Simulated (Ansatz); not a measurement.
Total energies of C2H9NOSi (`CO[SiH](C)N`).

```tsv
atom	x (Å)	y (Å)	z (Å)
C1	1.338	0.070	1.708
O2	0.047	-0.214	1.235
Si3	-0.277	-0.493	-0.361
C4	-0.093	1.077	-1.342
N5	-1.858	-1.096	-0.575
H6	1.336	-0.008	2.797
H7	1.654	1.085	1.438
H8	2.081	-0.637	1.315
H9	0.686	-1.535	-0.821
H10	-0.834	1.820	-1.033
H11	0.897	1.518	-1.195
H12	-0.223	0.888	-2.410
H13	-2.106	-2.005	-0.217
H14	-2.647	-0.471	-0.540
```

The species carries charge 0 and has multiplicity 1. All single points use the PBE0-D4/def2-TZVP geometry. It is one conformer, not always the lowest. Basis def2-TZVPP, Ansatz.

RPA on PBE orbitals: Hartree–Fock energy of these orbitals -499.35008 Eh, correlation -1.53869 Eh (frozen core).

```csv
functional,energy without D4 (Eh),D4 term (kJ/mol)
PBE,-500.85622,-26.2
B3LYP,-501.30792,-41.8
```

(1) Give the same for LDA (SPW92), revPBE, BLYP, r2SCAN, B97M-V, PBE0, r2SCANh, r2SCAN0, HSE06 (plane-wave form), BHLYP, CAM-B3LYP, LC-ωPBE, ωB97X-V, ωB97M-V, B2PLYP, PBE-QIDH. (An estimate is asked.)

B3LYP takes the VWN-RPA correlation (the form of Gaussian; ORCA's B3LYP/G). HSE06 is the plane-wave form, built on full-range PBE exchange. The double hybrids freeze the cores in their second-order part.

## Answers

(1) Computed: 
```json
{"functional": "LDA (SPW92)", "energy without D4 (Eh)": "-498.34647", "D4 term (kJ/mol)": "–"}
{"functional": "revPBE", "energy without D4 (Eh)": "-501.13969", "D4 term (kJ/mol)": "-82.4"}
{"functional": "BLYP", "energy without D4 (Eh)": "-501.18732", "D4 term (kJ/mol)": "-57.5"}
{"functional": "r2SCAN", "energy without D4 (Eh)": "-501.13152", "D4 term (kJ/mol)": "-6.8"}
{"functional": "B97M-V", "energy without D4 (Eh)": "-501.17319", "D4 term (kJ/mol)": "–"}
{"functional": "PBE0", "energy without D4 (Eh)": "-500.90771", "D4 term (kJ/mol)": "-22.2"}
{"functional": "r2SCANh", "energy without D4 (Eh)": "-501.12034", "D4 term (kJ/mol)": "-7.2"}
{"functional": "r2SCAN0", "energy without D4 (Eh)": "-501.10466", "D4 term (kJ/mol)": "-7.9"}
{"functional": "HSE06 (plane-wave form)", "energy without D4 (Eh)": "-500.88955", "D4 term (kJ/mol)": "-20.6"}
{"functional": "BHLYP", "energy without D4 (Eh)": "-501.15880", "D4 term (kJ/mol)": "-30.7"}
{"functional": "CAM-B3LYP", "energy without D4 (Eh)": "-501.19136", "D4 term (kJ/mol)": "-22.4"}
{"functional": "LC-ωPBE", "energy without D4 (Eh)": "-501.06536", "D4 term (kJ/mol)": "–"}
{"functional": "ωB97X-V", "energy without D4 (Eh)": "-501.16662", "D4 term (kJ/mol)": "–"}
{"functional": "ωB97M-V", "energy without D4 (Eh)": "-501.15982", "D4 term (kJ/mol)": "–"}
{"functional": "B2PLYP", "energy without D4 (Eh)": "-500.98689", "D4 term (kJ/mol)": "–"}
{"functional": "PBE-QIDH", "energy without D4 (Eh)": "-500.79968", "D4 term (kJ/mol)": "–"}
```

LC-ωPBE has ω = 0.4 bohr⁻¹.
